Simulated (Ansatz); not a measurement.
Reaction (formal exchange of groups at a Ga–Al bond): `[CH3][Al]([CH3])[GaH2]` + `FCBCl` → `FC[B](Cl)[GaH2]` + `[CH3][AlH][CH3]`

Program: Ansatz. Geometries: PBE0-D4/def2-TZVP. ΔE: electronic, gas phase. CCSD(T)/CBS adds triple-zeta CCSD(T) − MP2 to the extrapolated MP2 energy (def2 sets, frozen cores). Functionals use def2-TZVPP. For Ga outer-core shells are correlated without core-valence functions, which leaves a few kJ/mol of doubt a bond. Scalar relativity is left out up to krypton. One conformer a species, not always the lowest.

`[CH3][Al]([CH3])[GaH2]`:

Z-matrix (Å, degrees):
```
C
Al 1 1.962
H 1 1.092 2 114.5
H 1 1.096 2 110.6 3 122.3
H 1 1.097 2 109.6 3 -120.8
C 2 1.962 1 117.9 3 -171.0
Ga 2 2.525 1 121.5 3 8.1
H 6 1.093 2 113.6 1 -152.5
H 6 1.094 2 111.9 1 -29.5
H 6 1.097 2 109.2 1 88.5
H 7 1.585 2 123.7 1 -90.2
H 7 1.585 2 123.7 1 89.7
```

`FCBCl`:

```xyz
7

F    -0.019   -1.614    0.653
C    -0.447   -0.322    0.429
B     0.447    0.535   -0.514
Cl    1.889   -0.096   -1.236
H    -1.468   -0.356    0.019
H    -0.537    0.191    1.398
H     0.135    1.662   -0.750
```

`FC[B](Cl)[GaH2]`:

```xyz
9

F    -0.592    1.387    1.131
C     0.665    1.048    0.629
B     0.591   -0.220   -0.281
Cl    2.101   -0.766   -0.986
Ga   -1.244   -1.168   -0.598
H     1.339    0.887    1.480
H     1.054    1.912    0.074
H    -1.739   -2.322    0.348
H    -2.175   -0.758   -1.797
```

`[CH3][AlH][CH3]`:

Z-matrix (Å, degrees):
```
C
Al 1 1.954
H 1 1.092 2 113.4
H 1 1.095 2 111.1 3 121.8
H 1 1.096 2 110.4 3 -120.9
C 2 1.954 1 121.2 3 -176.1
H 2 1.595 1 120.2 3 4.5
H 6 1.096 2 110.5 1 -117.3
H 6 1.093 2 113.4 1 3.7
H 6 1.095 2 111.0 1 125.4
```

| level | ΔE (kcal/mol) |
| --- | --- |
| BLYP-D4 | 6.1 |
| r2SCAN-D4 | 6.5 |
| r2SCAN0 | 6.9 |
| HF/def2-TZVPP | 7.2 |

(1) What does CCSD(T)/CBS give? (Estimate.)

Largest T1 diagnostic among the species: 0.013.

Answers

(1) Computed: +6.1 kcal/mol. The listed levels differ from it by 0.0, 0.4, 0.8, 1.1 kcal/mol.

In def2-TZVPP, CCSD(T) changes the Hartree–Fock value by −0.9 kcal/mol (the triples alone add −0.1 kcal/mol) and MP2 by −1.6 kcal/mol. At CCSD(T), def2-SVP lies −0.9 kcal/mol from the extrapolated value and def2-TZVPP +0.2 kcal/mol. The D4 term adds −0.7 kcal/mol with B3LYP and −0.3 kcal/mol with PBE0; it sums over pairs of atoms, weighted by their polarisabilities, and B3LYP, whose exchange is more repulsive, gets the larger term.

CCSD(T)/CBS has its own doubt, a few kJ/mol and more with outer-core shells, so smaller differences from it don't rank the levels.

B3LYP here is the variant with VWN-RPA as its local correlation; programs differ in this.
